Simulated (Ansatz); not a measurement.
Relaxation of the cluster ZrCu₄⁺ with UKS PBE-D4/def2-SVP.

```sh
$ ansatz run in.yaml --threads 4 --pin off --events-out ev --progress --plain --max-ram 8704MiB
```

```yaml
crystal:
  periodic: [false, false, false]
  atoms:
    - {symbol: Zr, position_ang: [-0.240990, -0.050590, -0.958500]}
    - {symbol: Cu, position_ang: [-1.557830, -1.272490, 0.858200]}
    - {symbol: Cu, position_ang: [1.789280, -1.412790, -0.251630]}
    - {symbol: Cu, position_ang: [1.759510, 1.264360, -0.056230]}
    - {symbol: Cu, position_ang: [-1.749960, 1.471500, 0.408150]}
basis:
  gaussian: {orbitals: def2-SVP}
total_charge: 1
magnetization: {spin_polarized: true, initial_magnetization: 1}
hamiltonian: {xc: pbe, dispersion: d4}
scf: {lower_state_search: "off"}
output: {orbitals: {seedname: orbitals}}
relax: {f_tol: 0.02, max_steps: 100}
```

Hardware: 4 threads of Arm Neoverse V1 on a shared host. Wall time 68 s.

Positions (Å) and forces (eV/Å) at steps 1, 2, 3, 4, 5, 6, 7, 8, 9, 10 of 10:

```xyz
5
step=1 energy=-179785.1070 eV
Zr   -0.241   -0.051   -0.959   -0.182   -0.018   -0.318
Cu   -1.558   -1.272    0.858    0.401    0.543   -0.242
Cu    1.789   -1.413   -0.252   -0.255    0.521    0.333
Cu    1.760    1.264   -0.056   -0.393   -0.549    0.037
Cu   -1.750    1.472    0.408    0.429   -0.497    0.190
5
step=2 energy=-179785.5962 eV
Zr   -0.287   -0.061   -1.142   -0.051   -0.012   -0.265
Cu   -1.396   -1.198    0.809    0.387    0.267   -0.116
Cu    1.663   -1.342   -0.120   -0.448    0.310    0.235
Cu    1.597    1.199   -0.023   -0.392   -0.208    0.087
Cu   -1.577    1.401    0.477    0.504   -0.357    0.059
5
step=3 energy=-179785.9730 eV
Zr   -0.312   -0.068   -1.280   -0.051   -0.010   -0.267
Cu   -1.243   -1.161    0.780    0.400    0.039   -0.062
Cu    1.504   -1.289   -0.024   -0.396    0.011    0.195
Cu    1.446    1.180    0.019   -0.393    0.052    0.117
Cu   -1.395    1.338    0.505    0.440   -0.092    0.016
5
step=4 energy=-179786.2367 eV
Zr   -0.336   -0.075   -1.409   -0.023   -0.012   -0.160
Cu   -1.054   -1.158    0.757    0.085    0.090    0.082
Cu    1.331   -1.288    0.062   -0.019    0.011   -0.024
Cu    1.261    1.198    0.080   -0.077   -0.061    0.119
Cu   -1.201    1.323    0.511    0.034   -0.028   -0.018
5
step=5 energy=-179786.2739 eV
Zr   -0.343   -0.079   -1.451    0.008   -0.007    0.027
Cu   -0.986   -1.102    0.787    0.086    0.134    0.057
Cu    1.324   -1.300    0.035    0.034   -0.006   -0.113
Cu    1.206    1.154    0.144   -0.037   -0.129    0.107
Cu   -1.201    1.327    0.486   -0.091    0.008   -0.078
5
step=6 energy=-179786.3460 eV
Zr   -0.350   -0.085   -1.496    0.060    0.015    0.299
Cu   -0.858   -0.975    0.861    0.096    0.074   -0.093
Cu    1.349   -1.343   -0.059    0.054   -0.069   -0.096
Cu    1.119    1.045    0.281   -0.055   -0.127   -0.031
Cu   -1.260    1.358    0.413   -0.155    0.107   -0.079
5
step=7 energy=-179786.3683 eV
Zr   -0.351   -0.086   -1.497    0.048    0.026    0.251
Cu   -0.723   -0.853    0.922   -0.024   -0.044   -0.118
Cu    1.400   -1.417   -0.166   -0.093    0.085    0.024
Cu    1.032    0.930    0.409   -0.010    0.007   -0.126
Cu   -1.358    1.426    0.333    0.078   -0.074   -0.031
5
step=8 energy=-179786.3765 eV
Zr   -0.346   -0.080   -1.477    0.026    0.014    0.136
Cu   -0.791   -0.922    0.893    0.069    0.095   -0.094
Cu    1.376   -1.391   -0.122   -0.015    0.033    0.009
Cu    1.087    0.994    0.343   -0.124   -0.108   -0.045
Cu   -1.326    1.400    0.362    0.044   -0.034   -0.006
5
step=9 energy=-179786.3796 eV
Zr   -0.348   -0.081   -1.482   -0.008   -0.003   -0.013
Cu   -0.757   -0.892    0.894   -0.057   -0.029    0.030
Cu    1.377   -1.394   -0.129    0.069   -0.049   -0.023
Cu    1.053    0.962    0.363    0.070    0.030    0.003
Cu   -1.325    1.405    0.354   -0.074    0.051    0.003
5
step=10 energy=-179786.3811 eV
Zr   -0.348   -0.082   -1.476    0.000   -0.001    0.006
Cu   -0.766   -0.897    0.894    0.000    0.005   -0.004
Cu    1.385   -1.397   -0.131    0.001    0.002   -0.001
Cu    1.061    0.967    0.359    0.002   -0.005   -0.001
Cu   -1.332    1.410    0.355   -0.004   -0.001    0.000
```

In the def2 sets Zr takes a core potential; there is no spin–orbit coupling. The structure comes from a short search, and lower isomers may exist.
